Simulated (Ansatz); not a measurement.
The Al1–F4 bond of AlFH2 (SMILES [F][AlH2]) is stretched (multiplicity 1, the rest rigid).
Geometry at rest (charge 0, multiplicity 1):
```xyz
4

Al    -0.24669    -0.47885     0.15841
H      0.47074    -1.31219     1.27881
H     -1.58944    -0.85928    -0.56046
F      0.48064     0.93295    -0.30863
```

Cores are frozen in the correlated methods.

Run with Ansatz (Gaussian orbitals). Each number belongs to the level named beside it.

FIC-MRCISD+Q on CASSCF(6,4)/cc-pV(D+d)Z, total energies (hartree):

```
R (Å)       CASSCF       MRCISD  weight c² of the reference
-----  -----------  -----------  --------------------------
1.655  -342.602137  -342.846540                     0.93326
2.897  -342.441118  -342.673963                     0.93082
5.297  -342.399006  -342.616315                     0.93583
```

Add the Davidson correction (E_MRCISD − E_CASSCF)(1 − c²)/c² and give the energies above the first point at the three levels.


Corrections (hartree): -0.017478, -0.017305, -0.014902. Above the first point (kcal/mol):
- R = 2.897 Å: CASSCF 101.0, MRCISD 108.3, with the correction 108.4
- R = 5.297 Å: CASSCF 127.5, MRCISD 144.5, with the correction 146.1

Doubts at one or more of the structures used: active orbitals that take no part (FIC-MRCISD+Q on CASSCF(6,4)/cc-pV(D+d)Z).

Ansatz is a quantum-chemistry and plane-wave program.
